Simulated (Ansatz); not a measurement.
Born–Oppenheimer molecular dynamics of ClH5OSn (8 atoms, charge 0, multiplicity 1). It starts at the highest image of a converged band. Of that band: Neighbouring images differ by up to 1.3 eV, so the band resolves the path poorly. A vibrational analysis at the climbing image gives one clearly imaginary mode, 789i cm⁻¹: a first-order saddle point.

Level of theory: Ansatz 0.2.0, RKS PBE/def2-SVP.

```yaml
ensemble: NVE (velocity Verlet)
time_step: 0.5 fs
steps_asked: 200
starting_velocities_drawn_for: 100 K
seed: 7632
```

First frame:

```xyz
8
Properties=species:S:1:pos:R:3
Sn -0.257 0.035 -0.136
Cl -0.765 -1.112 2.383
H 1.388 0.222 0.334
H -0.804 1.075 -1.413
O -0.996 -1.708 -0.766
H -1.012 -2.286 0.029
H -1.340 1.135 1.166
H -1.250 0.406 1.767
```

Task: How far do the bonds stretch over the last three quarters of this one trajectory? (Pairs bonded in most of those frames.)

Result: 
| bond | mean (Å) | spread (Å) | shortest | longest |
| --- | --- | --- | --- | --- |
| Sn1–H3 | 1.734 | 0.034 | 1.68 | 1.79 |
| Sn1–H4 | 1.735 | 0.019 | 1.70 | 1.77 |
| Sn1–O5 | 2.013 | 0.027 | 1.98 | 2.06 |
| Sn1–H7 | 1.759 | 0.060 | 1.66 | 1.90 |
| Cl2–H8 | 1.315 | 0.042 | 1.25 | 1.45 |
| O5–H6 | 0.980 | 0.019 | 0.95 | 1.01 |

Mean temperature of the second half: 867 K. The conserved energy stayed within 0.11 meV per atom of its start (net change -0.039 meV per atom), so the integration is sound. The kinetic energy rose, since the run started high on the potential surface and went downhill. It ends in pieces (ClH + H4OSn), so much of that is their flight and rotation, not heat. A run of 0.1 ps of so small a system gives no equilibrium averages. The orbitals stay closed-shell, which can raise the energy where a bond breaks towards radicals; this wasn't checked here.

Run time: 6.2 min on 1 thread of Arm Neoverse V2, with other jobs on the host, peak memory 0.11 GiB.
